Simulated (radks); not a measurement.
These are the eigenvalues of the occupied orbitals of an atom or ion with whole-number occupations (eV). All-electron calculation, Dirac Kohn-Sham, LDA (Slater exchange, Perdew-Wang correlation), spin-unpolarised, spherical densities, point nucleus. Program: a radial shooting solver on a logarithmic mesh with Libxc functionals.

orbital  eigenvalue
1s1/2     -67237.65
2s1/2     -11558.32
2p1/2     -11049.76
2p3/2     -9780.841
3s1/2     -2658.920
3p1/2     -2432.570
3p3/2     -2159.471
3d3/2     -1776.229
3d5/2     -1716.699
4s1/2     -553.5928
4p1/2     -460.3324
4p3/2     -397.2129
4d3/2     -243.7486
4d5/2     -232.1530
5s1/2      -88.3276
5p1/2      -61.2377
5p3/2      -52.4039
4f5/2      -41.2566
4f7/2      -39.2706
5d3/2      -18.8260

Which element is it, and in what charge state? The configuration may be excited. Open shells, if any, fill j = l - 1/2 first.

Answer. Z = 73, tantalum, charge +2: Ta2+ in [Xe] 4f14 5d3. The list shows which subshells hold electrons but not how many an open one holds; the 1s level, -2470.9 hartree, gives Z - s = 70.3 by -(Z - s)^2/2, which with screening and relativity narrows Z to a few neighbours, and the depths of the outer levels then fix element, charge and occupations together.
